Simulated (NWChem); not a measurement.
# ammonium (NH4 cation); SMILES [NH4+]

```xyz
5

N      0.0000     0.0000     0.0000
H     -0.5910    -0.5910    -0.5910
H      0.5910     0.5910    -0.5910
H     -0.5910     0.5910     0.5910
H      0.5910    -0.5910     0.5910
```
Atoms are numbered in this order, from 1.

Results from NWChem. All runs use the structure optimised with PBE0-D3(BJ)/def2-TZVP. Solvent water, SMD (1 M gas to 1 M solution), gas-phase geometry. Reactions with the solvent are ignored.

```json
[
 {"level": "PBE0/STO-3G", "basis functions": "9", "solvation free energy (kcal/mol)": "-81.4", "cavity-dispersion-structure term (kcal/mol)": "2.9"},
 {"level": "PBE0/def2-SVP", "basis functions": "34", "solvation free energy (kcal/mol)": "-81.1", "cavity-dispersion-structure term (kcal/mol)": "2.9"},
 {"level": "PBE0/def2-SVPD", "basis functions": "52", "solvation free energy (kcal/mol)": "-81.3", "cavity-dispersion-structure term (kcal/mol)": "2.9"},
 {"level": "PBE0/def2-TZVP", "basis functions": "55", "solvation free energy (kcal/mol)": "-81.5", "cavity-dispersion-structure term (kcal/mol)": "2.9"},
 {"level": "PBE0/def2-TZVPD", "basis functions": "73", "solvation free energy (kcal/mol)": "-81.5", "cavity-dispersion-structure term (kcal/mol)": "2.9"},
 {"level": "PBE0/def2-TZVPP", "basis functions": "87", "solvation free energy (kcal/mol)": "-81.5", "cavity-dispersion-structure term (kcal/mol)": "2.9"}
]
```
